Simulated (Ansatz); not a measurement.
The first iterations of a band of C3H8O2Si (14 atoms, charge 0, multiplicity 1).

Computed with RKS BLYP/def2-SVP in Ansatz.

```yaml
movable_images: 7
climbing_image: yes
spring: 5.0 eV/Å²
optimiser: quadratic models (default)
start_path: through a guess of the saddle point
force_threshold: 0.03 eV/Å
iteration_limit: 60
end_points: relaxed
```

Image 0:

```xyz
14
Properties=species:S:1:pos:R:3
C 0.150 -2.950 -0.295
C 0.423 -1.765 0.282
O 0.031 -0.564 -0.256
Si 0.137 0.965 0.480
C -0.046 2.188 -0.934
O -1.023 1.155 1.682
H -0.418 -3.009 -1.235
H 0.503 -3.878 0.173
H 0.997 -1.702 1.227
H 1.431 1.071 1.218
H -0.027 3.231 -0.559
H 0.781 2.067 -1.664
H -0.999 2.033 -1.480
H -1.953 1.128 1.391
```

Image 8:

```xyz
14
Properties=species:S:1:pos:R:3
C -0.032 -2.831 -0.172
C 0.644 -1.694 0.091
O 0.198 -0.453 -0.273
Si 0.976 1.064 0.212
C 0.064 2.180 -1.067
O -0.771 1.283 1.577
H -0.991 -2.813 -0.710
H 0.383 -3.799 0.139
H 1.619 -1.715 0.620
H -0.501 0.947 2.458
H 0.009 3.229 -0.707
H 0.657 2.191 -2.009
H -0.958 1.829 -1.320
H -1.309 0.553 1.190
```

| iteration | highest image above the first end (eV) | largest band force component (eV/Å) |
| --- | --- | --- |
| 1 | 4.434 | 7.954 |
| 2 | 3.560 | 4.113 |
| 3 | 3.159 | 2.032 |
| 4 | 3.025 | 1.056 |
| 5 | 2.869 | 1.335 |
| 6 | 2.764 | 0.780 |
| 7 | 2.679 | 0.578 |

Problem. Does the band converge within its limit, and where does its top end?

Solution. The forces met the threshold. It ended after 23 iterations with the highest image 3.023 eV above the first end. Beside the main top the profile has a ripple of under 15 meV (maxima at images 1, 5), which may be a very shallow well or noise. Neighbouring images differ by up to 2.1 eV, so the band resolves the path poorly. A vibrational analysis at the climbing image gives one clearly imaginary mode, 1253i cm⁻¹: a first-order saddle point. The orbitals stay closed-shell, which can raise the energy where a bond breaks towards radicals; this wasn't checked here.

Run time: 5.4 min on 2 threads of Intel(R) Xeon(R) Platinum 8488C (Sapphire Rapids), on a shared host, peak memory 0.2 GiB.
